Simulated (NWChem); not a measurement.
# Correlation energy of CH₃BO

SMILES: B.[C-]#[O+]
```xyz
6

B      1.2813     0.3800     0.0000
H      1.7441    -0.0986     1.0226
H      1.7441    -0.0986    -1.0226
H      1.2403     1.5995     0.0000
O     -1.2605    -0.3738     0.0000
C     -0.1752    -0.0520     0.0000
```
Charge 0, spin multiplicity 1.

Everything below was run with NWChem. All single points use one geometry, from PBE0/def2-SVP, a minimum by its harmonic frequencies.

Basis set: STO-3G. Each correlation energy counts from its own Hartree-Fock reference.

The correlated methods keep 3 core orbitals frozen. The structure started from a generated list of species. No row is a measurement; the coupled-cluster row has its own basis-set and correlation limits.

### Question
One of these methods gave a correlation energy of -180.6 mHa. Which?
(A) CR-CCSD[T]
(B) CR-CCSD(T)
(C) MP2
(D) SCS-MP2

### Answer
C, MP2. The others give -182.4 (SCS-MP2), -207.9 (CR-CCSD[T]), -205.9 (CR-CCSD(T)).
